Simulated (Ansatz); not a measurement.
Compare A (`CN[SiH](N)F`) with its isomer B (`NC[SiH](N)F`).

Program: Ansatz. Geometries: PBE0-D4/def2-TZVP. ΔE: electronic, gas phase. CCSD(T)/CBS is the MP2 limit (def2-TZVPP, def2-QZVPP) plus CCSD(T) − MP2 in def2-TZVPP, frozen cores. Functionals use def2-TZVPP. B3LYP here is the variant with VWN-RPA as its local correlation; programs differ in this. One conformer a species, not always the lowest.

Which is lower in electronic energy at CCSD(T)/CBS, and by how much? (Estimate.)

Computed: A, by 18.4 kcal/mol.

Give E(B) − E(A) in kcal/mol with ωB97M-V, PBE0-D4, HF/def2-TZVPP, r2SCAN-D4, CCSD(T)/def2-TZVPP, PBE-D4, B3LYP. (An estimate is asked.)

Ansatz gave: ωB97M-V 17.7, PBE0-D4 17.3, HF/def2-TZVPP 20.8, r2SCAN-D4 18.2, CCSD(T)/def2-TZVPP 18.3, PBE-D4 16.4, B3LYP 18.6. None reverses the order clearly.

Does the order hold for the free energy at 298.15 K (harmonic terms from PBE0-D4)? (Estimate.)

Computed: Yes: G(B) − G(A) = +18.3 kcal/mol, for one conformer each.

Largest T1 diagnostic: 0.010.

In def2-TZVPP, CCSD(T) changes the Hartree–Fock value by −2.5 kcal/mol (the triples alone add −0.3 kcal/mol) and MP2 by −2.0 kcal/mol. From BLYP to BHLYP (50 % exact exchange), in def2-TZVPP and without D4, E(B) − E(A) moves by +1.8 kcal/mol.
